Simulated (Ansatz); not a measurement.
Reaction (cleavage of the B–B bond): `SBBCl` + CH₃SH → `CSBS` + `BCl`

Isolated molecules relaxed with PBE0-D4/def2-TZVP in Ansatz; ΔE leaves out vibrations. CCSD(T)/CBS is the MP2 limit (def2-TZVPP, def2-QZVPP) plus CCSD(T) − MP2 in def2-TZVPP, frozen cores. This one scheme is used for every species. Functionals use def2-TZVPP. HSE06 is defined as in plane-wave codes. One conformer a species, not always the lowest.

| level | ΔE (kcal/mol) |
| --- | --- |
| HSE06-D4 | -21.4 |
| CCSD(T)/def2-SVP | -22.9 |

Problem. What does CCSD(T)/CBS give? (An estimate is asked.)

Solution. The calculation gave: -21.8 kcal/mol. The listed levels differ from it by 0.4, -1.1 kcal/mol.

Largest T1 diagnostic among the species: 0.015.

At CCSD(T), def2-SVP lies −1.1 kcal/mol from the extrapolated value and def2-TZVPP −0.0 kcal/mol. In def2-TZVPP, CCSD(T) changes the Hartree–Fock value by −1.1 kcal/mol (the triples alone add −0.7 kcal/mol) and MP2 by −3.5 kcal/mol. Leaving LDA and LC-ωPBE aside and taking each functional with its dispersion term where it has one, the values, not all of them listed here, spread over 1.4 kcal/mol, from PBE-QIDH to CAM-B3LYP-D4.
